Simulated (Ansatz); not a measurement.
Two conformers of CH5BO2 (SMILES COBO), B3LYP-D3(BJ)/def2-TZVP minima.
Conformer 1 (charge 0, multiplicity 1):
```xyz
9

C      1.249    -0.207     0.435
O      0.422     0.838    -0.076
B     -0.865     0.606    -0.415
O     -1.395    -0.647    -0.270
H      0.838    -0.612     1.361
H      1.346    -1.018    -0.289
H      2.229     0.224     0.631
H     -1.507     1.520    -0.838
H     -2.316    -0.703    -0.540
```
Conformer 2 (charge 0, multiplicity 1):
```xyz
9

C     -1.4446     0.1042     0.0983
O     -0.1680     0.6637    -0.1642
B      0.9697    -0.0584    -0.0691
O      2.1393     0.5844    -0.3445
H     -1.3732    -0.9508     0.3743
H     -2.0646     0.2001    -0.7942
H     -1.9139     0.6570     0.9133
H      0.9463    -1.2169     0.2449
H      2.9090     0.0166    -0.2589
```

No zero-point or thermal terms.

Cores are frozen in the correlated methods.

The values were computed with Ansatz (a first-principles code). Each number belongs to the level named beside it.

Question: What is the computed electronic energy of conformer 2 less that of conformer 1 (wB97X-V/def2-TZVPP)?

Answer: 1.2 kcal/mol
